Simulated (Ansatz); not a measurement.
Reaction (formal exchange of groups at the Si–Cl bond): `C[SiH](F)[SiH2]Cl` + `C=C(O)S` → `C[SiH](F)[SiH2]O` + `C=C(S)Cl`

Computed with Ansatz on PBE0-D4/def2-TZVP structures; ΔE is electronic, products minus reactants. CCSD(T)/CBS is the MP2 limit (def2-TZVPP, def2-QZVPP) plus CCSD(T) − MP2 in def2-TZVPP, frozen cores. DFT in def2-TZVPP. B3LYP here is the variant with VWN-RPA as its local correlation; programs differ in this. Each species was taken in one conformer, which may not be the lowest.

| species | B3LYP energy (Eh) |
| --- | --- |
| `C[SiH](F)[SiH2]Cl` | -1181.02308 |
| `C=C(O)S` | -552.10488 |
| `C[SiH](F)[SiH2]O` | -796.64943 |
| `C=C(S)Cl` | -936.47068 |

**Question.** Work out ΔE.

**Answer.** ΔE = (-796.64943) + (-936.47068) − (-1181.02308) − (-552.10488) = 0.00785 Eh = +4.9 kcal/mol. CCSD(T)/CBS gives +4.0 kcal/mol.

Largest T1 diagnostic among the species: 0.012.

In def2-TZVPP, CCSD(T) changes the Hartree–Fock value by −1.7 kcal/mol (the triples alone add −0.2 kcal/mol) and MP2 by −2.6 kcal/mol. Leaving LDA and LC-ωPBE aside and taking each functional with its dispersion term where it has one, the values, not all of them listed here, spread over 2.5 kcal/mol, from B2PLYP to HSE06-D4.
